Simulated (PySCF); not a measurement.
C3H5ClGeO, SMILES [C]([GeH2][CH]=O)(Cl)=C.

Geometry: B3LYP-D3(BJ)/def2-SVP. The structure was generated by enumeration, and PubChem lists no compound with its InChIKey, so it may never have been made. One conformer was computed; it need not be the lowest.

Two levels are set side by side: TDA-PBE/def2-SVPD (PySCF) and TDA-LC-ωPBE/def2-SVPD (PySCF). Vertical, same geometry. The lowest singlet is HOMO→LUMO 99 % with PBE and HOMO→LUMO 80 % with the other functional; states are paired by order. Differences are taken from unrounded values.

```
quantity                              TDA-LC-ωPBE
------------------------------------  -----------
lowest singlet excitation (eV)               3.35
lowest triplet excitation (TDA) (eV)         2.61
```

Problem. What does TDA-PBE give, and how far is it from TDA-LC-ωPBE? (Estimate from the structure and the level; the computed values follow.)

Solution. 
```
quantity                              TDA-PBE  TDA-PBE minus TDA-LC-ωPBE
------------------------------------  -------  -------------------------
lowest singlet excitation (eV)           3.15                      -0.20
lowest triplet excitation (TDA) (eV)     2.50                      -0.11
```

Functionals without exact exchange tend to place singlet excitations lower, as here. Differences between two approximate levels are no errors against the true value.

Rough cost on one machine, each run with all the roots and properties that it gave: TDA-LC-ωPBE against TDA-PBE about 4 times.
